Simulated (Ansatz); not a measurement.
```yaml
crystal:
  periodic: [false, false, false]
  atoms:
    - {symbol: N, position_ang: [-2.710309, -0.534226, -0.492593]}
    - {symbol: Si, position_ang: [0.417660, -0.908537, -0.061506]}
    - {symbol: N, position_ang: [2.651185, 1.126186, -1.511363]}
    - {symbol: C, position_ang: [2.541567, 1.487607, 0.861507]}
    - {symbol: F, position_ang: [3.805212, 3.208364, 2.158619]}
    - {symbol: H, position_ang: [-3.563973, 1.149108, -0.713443]}
    - {symbol: H, position_ang: [-3.906918, -2.007564, -0.569487]}
    - {symbol: H, position_ang: [0.939430, -3.628841, 0.222817]}
basis:
  gaussian: {orbitals: aug-pcseg-2}
hamiltonian: {xc: {name: revPBE}}
```

```sh
$ ansatz run in.yaml --threads 2 --pin off --events-out ev --progress --plain --max-ram 4352MiB
```

It prints (some lines left out):

```
Functional definition: revPBE
1280 factors; their error is unknown
mean field evaluation 1: about -14556.9960 eV, gradient 1.5e2 eV
mean field evaluation 2: about -13721.3023 eV, gradient 2.9e2 eV
mean field evaluation 4: about -14215.1139 eV, gradient 2.4e2 eV
mean field evaluation 8: about -14629.8091 eV, gradient 6.4e0 eV
mean field evaluation 16: about -14631.1796 eV, gradient 4.7e-2 eV
mean field evaluation 128: about -14631.0271 eV, gradient 9.1e-2 eV
mean field -14631.12182472 eV, -537.6838097278 hartree, gradient 2.1e-6 eV, S^2 0.000000; 8 other end points of the search recorded, 0 dependent functions left out
reference -14631.12195565 eV, -537.6838145395 hartree; 23, 23 occupied and 280, 280 virtual orbitals, 1280 factors
Total energy: -14631.12195565 eV, -537.6838145395 hartree
```

(1) Something in this input is off. What?

## Answers

(1) The coordinates are in bohr but typed as ångström. The calculation finished and met its thresholds. The result belongs to that input, not to the molecule as meant.
